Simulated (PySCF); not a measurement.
SiMe3(NHMe), C4H13NSi.
Bonds: Si1–C2, Si1–C6, Si1–C10, Si1–N14, N14–C15. Hydrogens: H3, H4, H5 on C2; H7, H8, H9 on C6; H11, H12, H13 on C10; H16 on N14; H17, H18, H19 on C15.

The computed photoelectron lines, unassigned: C 1s: 289.72 (area 3), 291.35 (area 1) eV; N 1s: 403.89 eV; Si 1s: 1845.82 eV; Si 2p3/2: 105.93 eV.

Theory: delta-SCF UKS SCAN, pcX-2 on the ionised atom, pcseg-1 elsewhere, spin-free X2C (PySCF 2.14.0). Isolated species at its PBE0-D3(BJ)/def2-SVP geometry, gas phase.

(1) Assign the C 1s lines to atoms.

Answers

(1) 289.72 eV: C2/C6/C10 (carbon bonded to Si and 3 H); 291.35 eV: C15 (carbon bonded to N and 3 H). The listed C 1s values span 1.63 eV, from C2/C6/C10 (bonded to 3 H and Si) to C15 (bonded to N and 3 H).

Bonded neighbours of each site: Si1: N and 3 C; C2/C6/C10: 3 H and Si; N14: C, H and Si; C15: N and 3 H.

Question: Which photon energy gives electrons from C 1s of C2/C6/C10 a kinetic energy of 200 eV, and what is their de Broglie wavelength?

Answer: hν = 289.72 + 200 = 489.72 eV, recoil neglected; λ = 12.264 Å/√(E/eV) = 0.87 Å.

One atom of each set of topologically equivalent atoms was ionised and stands for the set; in this conformer not all members are related by symmetry, and their own values weren't computed. The 2p values aren't plain energy differences: one relaxed spin-free 2p hole is combined with a matrix within the shell (ground-state 2p orbital-energy differences and spin–orbit coupling). 2p3/2, the mean of its two sublevels, lies a third of the splitting below the shell's mean and 2p1/2 two thirds above it; the statistical areas are 2:1. 2p1/2 minus 2p3/2 (ligand field included): Si 0.62 eV.
